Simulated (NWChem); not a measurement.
Species: C2H4N cation; SMILES CC#[NH+]

Results from NWChem. Pople sets run with spherical d functions. Medium grid unless said otherwise, to which SCAN and Minnesota functionals are sensitive. Coordinates come from a PBE0/def2-SVP optimisation. B3LYP is NWChem's, with the RPA form of VWN correlation. Total energies of different functionals are on different scales.

```
level                               energy (Ha)  highest occupied level (eV)  orbital gap (eV)
----------------------------------  -----------  ---------------------------  ----------------
B3LYP/6-31G*                          -133.0613                       -16.94             10.00
PBE/6-31G*                            -132.8887                       -15.74              7.91
N12/6-31G*                            -133.0373                       -15.64              7.94
LDA (Slater exchange, PW92)/6-31G*    -131.8618                       -15.80              7.81
MN15/6-31G*                           -132.8891                       -17.93             12.01
B97-D/6-31G*                          -132.9702                       -15.76              7.99
M06-2X/6-31G*                         -132.9947                       -18.60             13.06
PBE0/6-31G*                           -132.8980                       -17.23             10.55
Hartree-Fock/6-31G*                   -132.2329                       -20.72             18.53
B3PW91/6-31G*                         -133.0082                       -17.00             10.03
PW91/6-31G*                           -133.0025                       -15.79              7.90
```
